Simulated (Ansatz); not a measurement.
Cost and result up the ladder for the cluster Li2Al4 (6 atoms). Charge 0, multiplicity 1. Geometry: r2SCAN-D4/def2-SVP.

```tsv
atom	x (Å)	y (Å)	z (Å)
Li1	-2.959	0.382	0.985
Li2	1.261	2.329	-1.690
Al3	-0.871	-1.290	1.010
Al4	1.389	-2.222	0.574
Al5	-0.558	0.888	-0.235
Al6	1.738	-0.086	-0.644
```

Ansatz on 4 threads of AMD EPYC 7B13 on a shared host. Times are rough, and most runs start from the orbitals of an earlier one. No level here is sound enough to serve as a yardstick. Binding counts from free atoms at the same level (Li doublet, Al doublet; other spins of the atoms weren't run), without zero-point energy or a counterpoise term.

Correlated methods freeze 20 core orbitals; core or outer-core shells of Li are correlated, in sets that lack core-valence functions. Another isomer (singlet) lies 0.13 eV lower at PBE0-D4/def2-TZVP; other spin states weren't run for this one.

Correlated methods converge slowly with the basis.

```
                         level  functions  wall time
           revPBE-D4/def2-TZVP        176      2.6 s
PBE-D4/def2-TZVP (with forces)        176      2.7 s
             PBE0-D4/def2-TZVP        176      3.3 s
           r2SCAN-D4/def2-TZVP        176      4.2 s
          r2SCANh-D4/def2-TZVP        176      5.5 s
            CCSD(T)/def2-TZVPP        206       39 s
```

Question: Estimate what each level gives for the binding energy per atom (eV).

Answer: 
| level | binding energy per atom (eV) | remarks |
| --- | --- | --- |
| revPBE-D4/def2-TZVP | 1.68 | restricted SCF unstable in HF |
| PBE-D4/def2-TZVP (with forces) | 1.76 | restricted SCF unstable in HF |
| PBE0-D4/def2-TZVP | 1.67 | restricted SCF unstable in HF |
| r2SCAN-D4/def2-TZVP | 1.75 | restricted SCF unstable in HF |
| r2SCANh-D4/def2-TZVP | 1.72 | restricted SCF unstable in HF |
| CCSD(T)/def2-TZVPP | 1.62 | large T1 (0.023), restricted SCF unstable |
